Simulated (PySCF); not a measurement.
Atom-mapped SMILES (the numbers label the heavy atoms): `[CH3:1][C:2]([CH3:3])([CH3:4])[O:5][SiH2:6]/[CH:7]=[CH:8]\[C:9]#[N:10]`; H(Xn) means a hydrogen on atom n.

Computed data (PySCF 2.14): geometry: GFN2-xTB, NMR shieldings at PBE0/pcSseg-1/GIAO. Equivalent nuclei averaged, one computed conformer, non-relativistic, no solvent.

Scale: 13C, 1H, 29Si against TMS; 17O vs H2O; NH3 for 15N (reference shieldings calculated alike).

```
            atoms  nucleus  count  δ (ppm)
               C8      13C      1    123.8
               C2      13C      1     74.7
              Si6     29Si      1        ?
H(C1)/H(C3)/H(C4)       1H      9        ?
            H(C8)       1H      1        ?
         C1/C3/C4      13C      3     31.7
              N10      15N      1    327.3
               O5      17O      1        ?
               C7      13C      1    161.2
           H(Si6)       1H      2     5.35
            H(C7)       1H      1     6.87
               C9      13C      1    123.8
```

**Question.** Estimate the values marked ?.

**Answer.** 
- H(C8): 6.39 ppm, hydrogen on an alkene CH; attached to an sp2 carbon and in the plane of the double bond
- H(C1)/H(C3)/H(C4): 1.53 ppm, hydrogen on a methyl carbon
- O5: 62.9 ppm, oxygen bonded to C, Si
- Si6: -48.9 ppm, silicon bonded to C, O, 2 H

Shifts are as computed. Against solution values, carbons near 30 ppm lie about +3 ppm off and those near 130 ppm about +5 ppm. Of 1211 compounds with measured shifts, 218 miss one by over three times the rms of a fit or turn the order of signals round; such compounds aren't used in these exercises. Experimental scales use liquid or dissolved standards, which lie at an offset from isolated NH3 (liquid NH3: subtract about 20 ppm) and H2O (liquid H2O: subtract about 36 ppm). Unscaled 15N shifts of sp2 nitrogen come out 20 to 40 ppm too high even then.
